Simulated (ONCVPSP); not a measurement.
**Hf (Z = 72): excitation energies, all-electron against ONCV**

ONCVPSP 4.0.1 input, shortened (lines: element, Z, core and valence counts, functional; n l f; lmax; l rc ep ncon nbas qcut; lloc lpopt rc5 dvloc0; l nproj debl; icmod fcfact rcfact), LDA (Perdew-Zunger), scalar-relativistic:

```
  Hf 72.00   10    4        3      upf
    1    0    2.00
    2    0    2.00
    2    1    6.00
    3    0    2.00
    3    1    6.00
    3    2   10.00
    4    0    2.00
    4    1    6.00
    4    2   10.00
    4    3   14.00
    5    0    2.00
    5    1    6.00
    5    2    2.00
    6    0    1.00
    2
    0    1.60    0.00    4    9    5.90
    1    1.30    0.00    4    7    7.40
    2    2.95    0.00    3    8    4.40
    4    5    1.25    1.00
    0    2    3.20
    1    2    2.60
    2    2    3.40
    3    5.50    1.45
```

Energies are relative to the spin-unpolarised reference configuration 5s2 5p6 5d2 6s1; without spin polarisation the order of configurations can differ from experiment.

```csv
valence configuration,charge,ΔE all-electron (eV),error AE − PS (meV)
5s2 5p6 5d2 6s2,0,-8.198,+2.7
5s2 5p6 5d1 6s0,+3,36.604,+26
5s2 5p6 5d2 6s1.5,+0.5,-4.849,+1.4
```

(1) What are ΔE and the potential's error for 5s2 5p6 5d2 6s0?

Levels in the configuration 5s2 5p6 5d1 6s0:

| level | all-electron (eV) | pseudo (eV) |
| --- | --- | --- |
| 5s | -94.574 | -94.699 |
| 5p | -62.795 | -62.871 |
| 5d | -27.425 | -27.313 |

## Answers

(1) ΔE = 14.503 eV all-electron; the error (AE − PS) is -6.7 meV.
